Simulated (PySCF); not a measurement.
3,4-dichlorobuta-1,2-diene (C4H4Cl2), SMILES C=C=C(Cl)CCl. Heavy atoms are numbered as in [CH2:1]=[C:2]=[C:3]([Cl:4])[CH2:5][Cl:6]. Hydrogens are named by the atom that carries them.

Geometry optimised at B3LYP-D3(BJ)/def2-SVP. The values are those of a single conformer.

Computed with PBE/pcSseg-1 in PySCF.

GIAO shieldings, no solvent; atoms alike by connectivity are averaged. δ = σ(ref) − σ: ¹³C against TMS (σ = 182.0 ppm); ³⁵Cl against HCl (σ = 936.5 ppm); ¹H against TMS (σ = 31.49 ppm), references at their B3LYP-D3(BJ)/def2-TZVP geometries, non-relativistic (without spin–orbit terms, shifts of atoms bonded to Cl or Br come out too high).

| atoms | nucleus | count | δ (ppm) |
|---|---|---|---|
| C2 | ¹³C | 1 | ? |
| C3 | ¹³C | 1 | ? |
| C1 (CH2) | ¹³C | 1 | 89.3 |
| C5 (CH2) | ¹³C | 1 | ? |
| Cl4 | ³⁵Cl | 1 | 250.8 |
| Cl6 | ³⁵Cl | 1 | 168.2 |
| H on C1 | ¹H | 2 | 5.78 |
| H on C5 | ¹H | 2 | ? |

### Question
What belongs in the gaps? (The exact figures need the calculation; the answer reports its results.)

### Answer

- C5 (CH2), δ (ppm): 60.8
- H on C5, δ (ppm): 4.45
- C3, δ (ppm): 120.0
- C2, δ (ppm): 220.9
